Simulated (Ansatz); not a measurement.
Wavefunction ladder for C5H14F2Si2 (`C[Si](C)(C)C[Si](C)(F)F`)

Z-matrix (Å, degrees):
```
C
Si 1 1.871
H 1 1.093 2 110.5
H 1 1.092 2 111.5 3 120.3
H 1 1.093 2 111.2 3 -119.6
C 2 1.871 1 110.4 3 -61.1
C 2 1.875 1 109.6 3 59.7
C 2 1.891 1 109.7 3 177.9
H 6 1.093 2 110.5 1 61.1
H 6 1.093 2 111.2 1 -179.3
H 6 1.092 2 111.5 1 -59.2
H 7 1.093 2 111.3 1 179.5
H 7 1.093 2 111.3 1 59.2
H 7 1.094 2 110.8 1 -60.7
Si 8 1.838 2 118.5 1 60.6
H 8 1.097 2 108.0 1 -62.2
H 8 1.097 2 108.0 1 -176.7
C 15 1.846 8 116.2 2 179.8
F 15 1.599 8 109.3 2 57.3
F 15 1.599 8 109.3 2 -57.6
H 18 1.093 15 110.9 8 59.9
H 18 1.093 15 110.8 8 -60.1
H 18 1.093 15 110.5 8 179.9
```

Total charge 0; spin multiplicity 1. Geometry: relaxed with PBE0-D4/def2-TZVP. It is one conformer, not always the lowest. Frozen core, restricted reference, Ansatz 0.2.0. CBS rows extrapolate triple and quadruple zeta; past MP2 they add the triple-zeta difference.

```csv
basis,HF (Eh),MP2 corr.,CCSD corr.,(T),CCSD(T) total
def2-SVP,-973.95500,-1.28335,-1.37783,-0.03459,-975.36742
def2-TZVPP,-974.64891,-1.62743,-1.70669,-0.06141,-976.41701
def2-QZVPP,-974.68602,-1.75060,–,–,–
CBS(def2),-974.69113,-1.84184,-1.92110,as TZ,-976.67364
```
